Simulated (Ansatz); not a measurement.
Consider the ligand exchange at the Si–S bond: `[SiH3]S[SiH]1CO1` + `[CH3][Al]([OH])[SiH3]` → `[CH3][Al]([SiH3])[O][SiH3]` + `S[SiH]1CO1`.

Calculated with Ansatz (gas phase, PBE0-D4/def2-TZVP geometries, no zero-point term in ΔE). CCSD(T)/CBS is the MP2 limit (def2-TZVPP, def2-QZVPP) plus CCSD(T) − MP2 in def2-TZVPP, frozen cores. DFT in def2-TZVPP. B3LYP here is the variant with VWN-RPA as its local correlation; programs differ in this. One conformer a species, not always the lowest.

`[SiH3]S[SiH]1CO1`:

Z-matrix (Å, degrees):
```
Si
S 1 2.147
H 1 1.483 2 110.8
H 1 1.482 2 105.2 3 119.1
H 1 1.483 2 110.8 3 -121.6
Si 2 2.108 1 97.8 3 64.0
O 6 1.652 2 119.1 1 123.8
C 6 1.799 2 122.0 1 -176.6
H 6 1.479 2 111.2 1 -16.1
H 8 1.088 6 121.3 2 -4.0
H 8 1.088 6 122.9 2 157.8
```

`[CH3][Al]([OH])[SiH3]`:

```xyz
11

C     1.905    0.627    0.303
Al    0.055    0.512   -0.278
O    -0.540    1.796   -1.224
Si   -1.457   -1.351    0.270
H     2.388    1.534   -0.068
H     2.483   -0.235   -0.047
H     1.977    0.626    1.396
H    -1.436    1.825   -1.554
H    -0.912   -2.658   -0.203
H    -1.654   -1.482    1.744
H    -2.810   -1.194   -0.339
```

`[CH3][Al]([SiH3])[O][SiH3]`:

Z-matrix (Å, degrees):
```
C
Al 1 1.943
H 1 1.095 2 110.6
H 1 1.092 2 112.2 3 -120.5
H 1 1.095 2 111.2 3 118.0
Si 2 2.455 1 125.6 3 -66.6
O 2 1.692 1 118.8 3 113.4
H 6 1.493 2 110.8 1 -111.2
H 6 1.492 2 111.4 1 129.8
H 6 1.491 2 112.7 1 8.9
Si 7 1.624 2 160.4 1 179.3
H 11 1.487 7 110.0 2 -122.9
H 11 1.487 7 110.0 2 117.3
H 11 1.489 7 111.0 2 -2.8
```

`S[SiH]1CO1`:

```xyz
8

S     1.981   -0.974    0.092
Si    0.262    0.232    0.318
C    -1.288   -0.193   -0.486
O    -0.446    0.913   -1.010
H     2.736   -0.180    0.869
H     0.370    1.084    1.519
H    -1.359   -1.029   -1.180
H    -2.256    0.148   -0.123
```

| level | ΔE (kJ/mol) | difference from CCSD(T)/CBS |
| --- | --- | --- |
| PBE-D4 | -30.9 | 15.3 |
| r2SCAN-D4 | -42.9 | 3.3 |
| PBE0-D4 | -36.7 | 9.5 |
| B3LYP-D4 | -50.3 | -4.1 |
| ωB97X-V | -47.6 | -1.4 |
| ωB97M-V | -46.5 | -0.3 |
| B2PLYP | -52.1 | -5.9 |
| PBE | -32.7 | 13.5 |
| r2SCAN | -43.0 | 3.2 |
| PBE0 | -38.1 | 8.1 |
| B3LYP | -53.5 | -7.3 |
| HF/def2-TZVPP | -71.8 | -25.6 |
| MP2/def2-TZVPP | -45.8 | 0.4 |
| SCS-MP2/def2-TZVPP | -53.0 | -6.8 |
| CCSD/def2-TZVPP | -54.0 | -7.8 |
| CCSD(T)/def2-TZVPP | -49.6 | -3.4 |
| HF/def2-QZVPP | -73.8 | -27.6 |
| MP2/def2-QZVPP | -44.6 | 1.6 |
| SCS-MP2/def2-QZVPP | -51.6 | -5.4 |
| HF/CBS(def2) | -74.1 | -27.9 |
| MP2/CBS(def2) | -42.5 | 3.7 |
| CCSD/CBS(def2) | -50.7 | -4.5 |
| CCSD(T)/CBS | -46.2 | 0 |

Largest T1 diagnostic among the species: 0.013.

In def2-TZVPP, CCSD(T) changes the Hartree–Fock value by +22.2 kJ/mol (the triples alone add +4.4 kJ/mol) and MP2 by +26.0 kJ/mol. From PBE to PBE0 (25 % exact exchange), in def2-TZVPP and without D4, ΔE moves by −5.4 kJ/mol.
